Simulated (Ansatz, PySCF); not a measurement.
System: BH, charge 1, multiplicity 2. 
Geometry from a B3LYP-D3(BJ)/def2-TZVP (Ansatz, a first-principles code) optimisation:
```
B
H 1 1.2044
```
Charge +1, spin multiplicity 2.

Total electronic energies in hartree. Correlated levels leave the core frozen unless marked. Open shells are spin-unrestricted. Spin-orbit coupling is left out. No relativistic terms. CBS marks a two-point X^-3 extrapolation of the correlation energy; Hartree-Fock from the larger set (for Q and 5 zeta extrapolated as (X+1)exp(-9√X)).

```
level                                program  energy (Eh)
----------------------------  --------------  -----------
HF/def2-QZVPPD                        Ansatz    -24.82249
RI-HF/def2-TZVPP                      Ansatz    -24.82145
BLYP-D4/def2-TZVPD            Ansatz + dftd4    -24.92963
BP86/def2-TZVPD                        PySCF    -24.92835
MP2/aug-cc-pVTZ                       Ansatz    -24.85956
RI-MP2/aug-cc-pVQZ                    Ansatz    -24.86339
SCS-MP2/aug-cc-pVDZ                   Ansatz    -24.85370
CCSD/cc-pVQZ                          Ansatz    -24.87550
CCSD(T)/CBS(cc-pVQZ,cc-pV5Z)          Ansatz     -24.8777
```

Totals of different functionals don't rank their quality; only differences between species are comparable.
